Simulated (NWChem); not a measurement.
System: B3H4O3 cation; SMILES B1OB[OH+]BO1

```xyz
10

B     -0.0028     1.4570     0.0000
O     -1.1800     0.7257     0.0000
B     -1.2921    -0.5912     0.0000
O      0.0025    -1.3003     0.0000
B      1.2943    -0.5863     0.0000
O      1.1772     0.7302     0.0000
H     -0.0050     2.6472     0.0000
H     -2.2697    -1.2727     0.0000
H      0.0043    -2.2762     0.0000
H      2.2746    -1.2640     0.0000
```
Atoms are numbered in this order, from 1.

Results from NWChem. Pople sets run with spherical d functions. The geometry was optimised at PBE0/def2-SVP. Vzz is the largest principal value of the second derivative of the potential at the nucleus (NWChem prints the opposite sign); η is the asymmetry. Non-relativistic.

For level CAM-B3LYP/6-31G*:

```yaml
Vzz B1 (a.u.): 0.391
Vzz O6 (a.u.): -0.862
"η O6": 0.78
Vzz B5 (a.u.): -0.380
Vzz O4 (a.u.): -1.098
```

Task: Estimate the same quantities for level PBE/def2-SVP.

Result: Vzz B1 (a.u.): 0.365
Vzz O6 (a.u.): -0.883
η O6: 0.64
Vzz B5 (a.u.): -0.352
Vzz O4 (a.u.): -1.076
